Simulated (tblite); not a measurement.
Compound: C₇H₁₃NSi.
Geometry (GFN2-xTB, Å), atoms numbered from 1 in this order:
```
atom  x, y, z in Å
C1    -1.4777    1.1866   -0.8487
C2    -2.1717    0.4561    0.0184
C3    -3.6645    0.5319    0.1405
C4    -1.5145   -0.4454    0.9737
N5    -0.4481   -1.0926    0.8475
Si6    0.7677   -1.3611   -0.3257
C7     2.2097   -0.2150    0.1065
C8     2.0813    0.8554    0.8766
C9     3.5318   -0.5886   -0.4883
H10   -1.9597    1.8688   -1.5294
H11   -0.4028    1.1474   -0.8842
H12   -4.1032   -0.4565    0.0079
H13   -3.9427    0.8888    1.1319
H14   -4.0822    1.2051   -0.6036
H15   -2.0575   -0.5690    1.9170
H16    1.1210   -2.7630   -0.0857
H17    0.4529   -1.1744   -1.7546
H18    2.9160    1.5024    1.1085
H19    1.1377    1.1293    1.3199
H20    3.8450   -1.5611   -0.1106
H21    4.2995    0.1450   -0.2468
H22    3.4515   -0.6706   -1.5715
```

All values are computed: GFN2-xTB (tblite) harmonic vibrations without scaling, gas phase. The method is semi-empirical: single wavenumbers can be off by several per cent or more. Modes of hydrogen on silicon can be 10 to 20 % off. One conformer, not necessarily the lowest.

Harmonic wavenumbers (cm⁻¹): 32.1, 36.8, 61.0, 108.6, 128.7, 141.2, 154.3, 238.9, 291.4, 308.8, 329.8, 376.4, 387.1, 451.8, 532.6, 560.6, 606.4, 640.2, 679.5, 691.7, 724.1, 788.8, 826.9, 878.0, 899.5, 909.1, 913.6, 964.1, 970.3, 1015.2, 1018.8, 1040.2, 1043.0, 1221.2, 1244.9, 1355.9, 1390.7, 1400.2, 1407.3, 1428.6, 1476.7, 1482.6, 1484.3, 1493.2, 1674.9, 1690.3, 1746.3, 2137.9, 2238.3, 2881.0, 3000.4, 3004.5, 3010.2, 3017.1, 3018.4, 3046.8, 3052.9, 3100.0, 3101.7, 3134.0.

A = 3001, B = 680.2, C = 639.6 MHz; mass 139.082 u (most abundant isotopes); point group C1, symmetry number 1.

Problem. What is the zero-point energy?

Solution. ½Σν̃ = 38495 cm⁻¹ = 110.06 kcal/mol.

Problem. Entropy at 400 K, 1 bar (ideal gas, RRHO, classical rotation)?

Solution. Translation 42.19, rotation 30.76, vibration 53.43: S = 126.4 cal/(mol K).

Problem. And Cp and H(400 K) − H(0)?

Solution. Cp = 57.49 cal/(mol K), of which vibrations give 49.54 (their classical limit is 60 R = 119.2); H(400 K) − H(0) = 13.68 kcal/mol without the zero-point energy, 10.50 from vibrations.

Problem. Blend soft modes into free rotors: weight 1/[1 + (100 cm⁻¹/ν̃)⁴] for the oscillator and the rest for a rotor with moment μB/(μ + B), μ = h/(8π²ν), B = 10⁻⁴⁴ kg m². What vibrational entropy results?

Solution. 47.74 cal/(mol K) in place of 53.43, which changes −T·S at 400 K by +2.28 kcal/mol.

Problem. Which modes carry the vibrational entropy at 400 K?

Solution. 32.1 cm⁻¹: 6.28; 36.8 cm⁻¹: 6.01; 61.0 cm⁻¹: 5.01; 108.6 cm⁻¹: 3.87; 128.7 cm⁻¹: 3.54; 141.2 cm⁻¹: 3.35 cal/(mol K); the other 54 give 25.38 together.

Hindered rotation and anharmonicity are outside this model. Other conformers, if any are populated, would add a mixing term that is left out. The structure is chiral; the term R ln 2 for an equal mix with its mirror image is left out.
